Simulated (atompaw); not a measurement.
## What one change does to a pseudopotential (caesium, PAW (atompaw))

| Property | Result |
| --- | --- |
| Element | caesium (Cs) |
| Generator | atompaw 4.2.0.5 |
| Type | PAW |
| Functional | PBE |
| Relativity | non-relativistic |
| Frozen core | [Kr] 4d10 |
| Valence charge | 9 |
| Reference configuration | 5s2 5p6 5d0 6s0.5 6p0.5 |
| Partial waves | 5s (bound): rc 2.25 bohr; 6s (bound): rc 3.00 bohr; 5p (bound): rc 3.00 bohr; 6p (bound): rc 3.00 bohr; 5d (bound, empty): rc 3.00 bohr; 5d channel at 1.85 Ry: rc 3.00 bohr |
| Local potential | troulliermartins scheme with l = 3 at -0.5 Ry, radius 2.85 bohr |
| Core correction | smooth core density matched at 1.60 bohr |
| Augmentation charge | sinc compensation charge, radius 2.40 bohr; PAW radius 3.00 bohr; waves and projectors: custom rrkj gramschmidtortho |

Change: wave 6p (bound): rc 3.00 bohr becomes 6p (bound): rc 1.94 bohr.

Cutoffs: the cutoffs (Ry, on a coarse ladder) from which the occupation-weighted sum of valence levels, in a spherical-Bessel basis at the reference potential, stays within 10 and 1 mRy of its value at 400 Ry; they do not see the model core or the augmentation charge, which bear on the density cutoff.

Question: What does the change do?

Answer: The potential gets softer (10 Ry and 15 Ry → 10 Ry and 12 Ry); the bound ghosts move from s to p, s.

```tsv
quantity	base	changed
cutoff, loose	10 Ry	10 Ry
cutoff, tight	15 Ry	12 Ry
bound ghosts	s	s, p
s: phases at 3.00 bohr within 0.05 rad from the reference energy up to (Ry; the scan ends near 5)	to the end of the scan	to the end of the scan
p: phases at 3.00 bohr within 0.05 rad from the reference energy up to (Ry; the scan ends near 5)	1.3	1.5
d: phases at 3.00 bohr within 0.05 rad from the reference energy up to (Ry; the scan ends near 5)	3.6	3.6
lowest overlap eigenvalue by channel	s 0.10, p 0.11, d 0.36	s 0.10, p 0.55, d 0.36
```

 A true bound ghost makes a file unfit for plane-wave use even where its test errors are small: the radial tests pick states by their node count and pass the ghost by. The cutoffs see the waves, projectors and local potential, not the compensation charge or the core.
